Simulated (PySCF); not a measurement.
A PySCF script (with the pyscf-properties extension) for the NMR shieldings of SMILES C=CC[NH][Al]1[S]C=C[S]1, C$_{5}$H$_{8}$AlNS$_{2}$, on a GFN2-xTB geometry:

```python
import basis_set_exchange as bse
import numpy as np
from pyscf import gto, dft
from pyscf.prop import nmr

atoms = """
C     3.786014    0.548533    0.283125
C     2.472789    0.672197    0.253490
C     1.556152   -0.195411   -0.554044
N     0.599277   -0.899456    0.302087
Al   -1.123228   -0.535359    0.444450
S    -2.651846   -1.425032    1.770906
C    -3.923061   -0.417129    1.061045
C    -3.781312    0.494579    0.101676
S    -2.280613    0.943443   -0.723989
H     4.299408   -0.189135   -0.312225
H     4.405963    1.185489    0.890497
H     1.966779    1.411057    0.862257
H     2.136834   -0.912343   -1.145427
H     0.975172    0.431633   -1.240745
H     1.081419   -1.546291    0.916218
H    -4.893070   -0.607411    1.493170
H    -4.633675    1.052667   -0.252726
"""
names = dict.fromkeys(["C", "N", "Al", "S", "H"], "pcSseg-1")
basis = {el: gto.basis.parse(bse.get_basis(n, elements=[el], fmt="nwchem")) for el, n in names.items()}
mol = gto.M(atom=atoms, basis=basis, charge=0, verbose=0)
mf = dft.RKS(mol, xc="PBE0")
mf.grids.level = 2
mf.grids.alignment = dft.numint.BLKSIZE   # the property module wants whole blocks of grid points
mf.conv_tol = 1e-9
mf.kernel()

calc = nmr.RKS(mf)   # GIAO
C = mf.mo_coeff
Co = C[:, mf.mo_occ > 0]
resp = mf.gen_response(singlet=True, hermi=2)
def vind(x):   # induced exchange potential for any number of trial vectors
    d = np.einsum("pi,xij,qj->xpq", C, 2 * x.reshape(-1, C.shape[1], Co.shape[1]), Co, optimize=True)
    return np.einsum("xpq,pi,qj->xij", resp(d - d.transpose(0, 2, 1)), C, Co, optimize=True).ravel()
mo1, _ = nmr.rhf.solve_mo1(calc, with_cphf=vind)
sigma = calc.kernel(mo1)
for i, s in enumerate(sigma):   # ppm
    print("%2d %-2s %9.2f" % (i, mol.atom_pure_symbol(i), np.trace(s) / 3))
```

Problem. Give the expected output.

Solution. 
```
 0 C      66.30
 1 C      36.05
 2 C     132.40
 3 N     207.12
 4 Al    355.97
 5 S     565.54
 6 C      58.13
 7 C      58.89
 8 S     569.10
 9 H      26.34
10 H      26.47
11 H      25.59
12 H      28.05
13 H      27.97
14 H      30.19
15 H      25.27
16 H      25.27
```

These numbers come from an equivalent density-fitted implementation of the same equations, which agrees with the script to about 0.01 ppm for H and up to a few tenths of a ppm for heavy atoms, so last digits may differ.

Size and cost of the density-fitted run: 214 basis functions, 72 s wall time on 1 thread of an Arm Neoverse N1, shared host; peak memory 0.95 GiB.
